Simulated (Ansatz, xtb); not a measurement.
## C6H9N: 4 structures ranked

4 gas-phase structures of C6H9N, from a drawn sample of its isomers (lower ones may exist). Each was relaxed with GFN2-xTB:

A. `Cc1c[nH]c(C)c1`, a singlet
B. `Cc1ccn(C)c1`, a singlet
C. `Cc1cccn1C`, a singlet
D. `Cc1ccc(C)[nH]1`, a singlet

Problem. Which do you expect lowest at r2SCAN-D4/def2-SVP, and how would the others follow?

Solution. Calculated order at r2SCAN-D4/def2-SVP: D (0.000), A (0.060), C (0.299), B (0.370) eV.

Energies above the lowest of each column, in eV; the last columns are at PBE0-D3(BJ)/def2-SVP geometries:

```tsv
structure	GFN2-xTB	HF/STO-3G	r2SCAN-D4/def2-SVP	PBE0-D3(BJ)/def2-SVP	CCSD(T)/def2-SVP + ΔMP2/def2-TZVPP
D	0.001	0.000	0.000	0.000	0.000
A	0.042	0.076	0.060	0.059	0.050
C	0.000	0.211	0.299	0.307	0.274
B	0.038	0.270	0.370	0.373	0.335
```

Every level run on D puts it lowest or level with the lowest. Some further structures that were screened fall inside this span and aren't listed. ΔMP2 is the change of the MP2 energy from the smaller to the larger basis.

Over these structures GFN2-xTB departs from r2SCAN-D4/def2-SVP by 0.154 eV on average once a common shift is removed. A GFN2-xTB relaxation took about 0.058 s and the r2SCAN-D4/def2-SVP energy about 1.6 s on a shared host (Ansatz 0.2.0, xtb 6.7.1).
